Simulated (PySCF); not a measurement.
# Computed properties of SnOBr2, SMILES [O]=[Sn]([Br])[Br]

SnOBr₂, SMILES [O]=[Sn]([Br])[Br]. Geometry optimised at B3LYP-D3(BJ)/def2-SVP. The def2 effective core potentials stand for the cores of Sn; spin–orbit coupling is left out. The values are those of a single conformer. All values are computed for the isolated molecule unless a solvent is named; none is compared with measurement here.

**Structure.** The optimised structure has C2v symmetry. All 6 harmonic modes at B3LYP-D3(BJ)/def2-SVP (PySCF) are real, so it is a minimum. With heavy atoms numbered as in [Sn:1](=[O:2])([Br:3])[Br:4], the shortest bond between them is Sn1–O2 at 1.849 Å and the longest Sn1–Br3 at 2.494 Å.

**Vibrations.** The strongest infrared lines (harmonic, unscaled, degenerate partners summed) lie at 265 cm⁻¹ (59 km/mol, Br 52 %, Sn 48 %), 134 cm⁻¹ (30 km/mol, O 83 %, Br 12 %), 804 cm⁻¹ (26 km/mol, O 87 %, Sn 12 %). The softest mode is at 77 cm⁻¹ and the zero-point energy is 2.3 kcal/mol.

**Electronic structure.** M06-2X/def2-TZVP (PySCF) places the frontier levels at -9.94 and -2.96 eV, a gap of 6.98 eV, and gives a dipole moment of 2.97 D and a mean polarisability of 81.3 bohr³. PBE/def2-TZVP (PySCF) at the same geometry gives -6.85 and -4.72 eV, so its gap is 4.85 eV narrower. An orbital gap is neither the optical nor the fundamental gap.

**Excitations.** TDA-CAM-B3LYP/def2-SVPD (PySCF) has S1 at 2.96 eV (419 nm, f = 0.026, weak); the most intense of the 10 singlets computed lies at 4.17 eV (f = 0.03). T1 (TDA) is at 2.28 eV, 0.68 eV under S1. TDA-PBE/def2-SVPD (PySCF) puts S1 at 2.38 eV.
